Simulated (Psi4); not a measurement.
F3Ti, doublet, geometry from GFN2-xTB (such geometries of metal compounds can be far from the true shape).

Input for Psi4:
```
memory 2 GB

molecule {
0 2
Ti    0.00000000   -0.00000000   -0.00000000
F    -1.44890707   -0.87306393    0.07165357
F     0.02042256    1.55241999   -0.67548625
F     1.42848452   -0.67935606    0.60383267
}

set {
  basis 6-31g*
  reference uks
}

energy('r2scan')
print_variables()
```

Task: What does this run give for the total energy, <S^2>, nuclear repulsion energy, number of basis functions?

Result: 
- total energy: -1148.9771 Eh
- <S^2>: 0.753
- nuclear repulsion energy: 229.4990 Eh
- number of basis functions: 84

These values belong to the state on which the SCF converged, which isn't shown to be the lowest.
